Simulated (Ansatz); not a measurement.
Consider the formal exchange of groups at the Si–O bond: `N[SiH2]O[SiH](N)F` + `[F][GaH][SiH3]` → `N[SiH2][Ga]([F])[SiH3]` + `N[SiH](O)F`.

Gas-phase electronic energies from Ansatz, PBE0-D4/def2-TZVP geometries. CCSD(T)/CBS adds triple-zeta CCSD(T) − MP2 to the extrapolated MP2 energy (def2 sets, frozen cores). This one scheme is used for every species. Functionals use def2-TZVPP. B3LYP here is the variant with VWN-RPA as its local correlation; programs differ in this. For Ga outer-core shells are correlated without core-valence functions, which leaves a few kJ/mol of doubt a bond. Scalar relativity is left out up to krypton. One conformer a species, not always the lowest.

`N[SiH2]O[SiH](N)F`:

Cartesian coordinates in Å:
```
N 1.188 0.458 -1.422
Si -0.444 0.969 -1.262
O -1.230 0.150 -0.085
Si -0.985 -0.726 1.258
N 0.664 -0.677 1.637
F -1.525 -2.199 0.952
H 1.933 1.123 -1.297
H 1.447 -0.266 -2.073
H -1.206 0.720 -2.508
H -0.410 2.409 -0.912
H -1.812 -0.245 2.378
H 1.047 -1.126 2.451
H 1.330 -0.589 0.884
```

`[F][GaH][SiH3]`:

```xyz
7

F    -1.241    2.139    0.609
Ga    0.243    1.312    0.126
Si   -0.057   -1.061   -0.133
H     1.446    2.299   -0.037
H    -1.038   -1.319   -1.221
H     1.226   -1.731   -0.477
H    -0.579   -1.640    1.133
```

`N[SiH2][Ga]([F])[SiH3]`:

Cartesian coordinates in Å:
```
N 0.869 0.805 2.225
Si -0.395 1.405 1.212
Ga -0.797 0.180 -0.856
F -2.166 0.806 -1.798
Si 0.236 -1.739 -1.925
H 0.729 -0.046 2.747
H 1.829 0.890 1.934
H -1.653 1.391 2.008
H -0.058 2.810 0.850
H -0.182 -2.982 -1.215
H 1.720 -1.651 -1.820
H -0.131 -1.869 -3.360
```

`N[SiH](O)F`:

```xyz
8

N     0.620    0.996   -0.177
Si   -0.481   -0.299   -0.174
O     0.140   -1.580    0.616
F    -1.781    0.290    0.541
H     0.292    1.946   -0.242
H     1.551    0.895   -0.545
H    -0.917   -0.842   -1.473
H     0.576   -1.406    1.453
```

```tsv
level	ΔE (kJ/mol)	difference from CCSD(T)/CBS
PBE-D4	93.5	-25.2
r2SCAN-D4	114.1	-4.6
PBE0-D4	104.7	-14.0
B3LYP-D4	117.7	-1.0
ωB97X-V	121.3	2.6
ωB97M-V	123.4	4.7
B2PLYP	119.9	1.2
PBE	90.0	-28.7
r2SCAN	113.1	-5.6
PBE0	101.8	-16.9
B3LYP	112.4	-6.3
HF/def2-TZVPP	142.1	23.4
MP2/def2-TZVPP	126.0	7.3
SCS-MP2/def2-TZVPP	128.2	9.5
CCSD/def2-TZVPP	123.0	4.3
CCSD(T)/def2-TZVPP	120.2	1.5
HF/def2-QZVPP	144.9	26.2
MP2/def2-QZVPP	126.0	7.3
SCS-MP2/def2-QZVPP	128.6	9.9
HF/CBS(def2)	145.3	26.6
MP2/CBS(def2)	124.4	5.7
CCSD/CBS(def2)	121.5	2.8
CCSD(T)/CBS	118.7	0
```

Largest T1 diagnostic among the species: 0.014.

From PBE to PBE0 (25 % exact exchange), in def2-TZVPP and without D4, ΔE moves by +11.7 kJ/mol. In def2-TZVPP, CCSD(T) changes the Hartree–Fock value by −21.9 kJ/mol (the triples alone add −2.8 kJ/mol) and MP2 by −16.2 kJ/mol.
